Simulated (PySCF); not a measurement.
H₉NSi₃, SMILES [SiH3]N[SiH2][SiH3].

The structure is a stationary point at PBE-D3(BJ)/def2-SVP. The values are those of a single conformer.

These are PBE-D3(BJ)/def2-SVP (PySCF) values and carry that method's errors.

Frequencies are harmonic and unscaled.

Computed normal modes with their intensities:
| mode | ν (cm⁻¹) | IR (km/mol) | moving atoms (share of kinetic energy) |
|---|---|---|---|
| 1 | 47 | 1.0 | N 43 %, H 33 %, Si 23 % |
| 2 | 56 | 0.1 | H 92 % |
| 3 | 116 | 0.4 | Si 74 %, H 23 % |
| 4 | 176 | 0.0 | H 96 % |
| 5 | 234 | 3.4 | Si 42 %, H 30 %, N 28 % |
| 6 | 334 | 1.9 | H 93 % |
| 7 | 365 | 72.8 | H 88 %, N 9 % |
| 8 | 401 | 5.3 | Si 73 %, H 24 % |
| 9 | 504 | 21.7 | H 70 %, Si 29 % |
| 10 | 586 | 2.7 | H 64 %, Si 30 % |
| 11 | 593 | 2.1 | H 54 %, Si 34 %, N 12 % |
| 12 | 679 | 46.8 | H 81 %, N 11 %, Si 8 % |
| 13 | 688 | 4.4 | H 84 %, Si 9 % |
| 14 | 714 | 39.4 | H 83 %, N 12 % |
| 15 | 796 | 451.4 | H 79 %, Si 13 %, N 8 % |
| 16 | 864 | 28.2 | H 79 %, Si 14 % |
| 17 | 884 | 54.8 | H 95 % |
| 18 | 898 | 25.3 | H 91 % |
| 19 | 905 | 25.8 | H 97 % |
| 20 | 916 | 432.9 | H 66 %, Si 17 %, N 16 % |
| 21 | 930 | 73.1 | H 90 % |
| 22 | 947 | 14.0 | H 76 %, N 19 % |
| 23 | 970 | 39.2 | H 89 % |
| 24 | 1160 | 101.4 | H 68 %, N 29 % |
| 25 | 2109 | 116.2 | H 97 % |
| 26 | 2130 | 177.7 | H 97 % |
| 27 | 2134 | 92.1 | H 97 % |
| 28 | 2148 | 79.3 | H 98 % |
| 29 | 2156 | 78.9 | H 98 % |
| 30 | 2161 | 99.1 | H 96 % |
| 31 | 2170 | 98.0 | H 96 % |
| 32 | 2178 | 84.4 | H 96 % |
| 33 | 3485 | 32.8 | H 93 % |
